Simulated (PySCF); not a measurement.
Compound: C8H6F2O.
SMILES: `Fc1ccc2c(c1F)COC2`

Jobs on this species (17 atoms, 80 electrons) with PySCF (density fitting). Hardware of each: Intel Xeon Platinum 8488C, one thread, no GPU (shared host). Other jobs ran on the host; a repeat could differ by tens of per cent or more. Peak memory is the resident size of the whole Python process, interpreter and libraries included.

```tsv
level and settings	work	basis functions	SCF cycles	wall time	peak memory
PBE0-D3(BJ)/def2-SVP, grid level 1	geometry optimisation from a GFN2-xTB start shaken at random	184	?	?	?
PBE0/pcSseg-1, IEF-PCM chloroform	shieldings, ring-centre shieldings, charges and field gradients	217	14	42 s	1.1 GiB
PBE0/pcSseg-1, IEF-PCM dichloromethane	shieldings, ring-centre shieldings	217	14	37 s	1.1 GiB
```

**Question.** Fill in the missing figures.

**Answer.** 
- PBE0-D3(BJ)/def2-SVP, grid level 1; geometry optimisation from a GFN2-xTB start shaken at random: 2.3 min, 0.78 GiB, 60 SCF cycles

**Question.** What do all jobs in the table cost together?

**Answer.** About 3.6 min; the longest takes about 64 % of that, and about 3.7 times as long as the shortest.
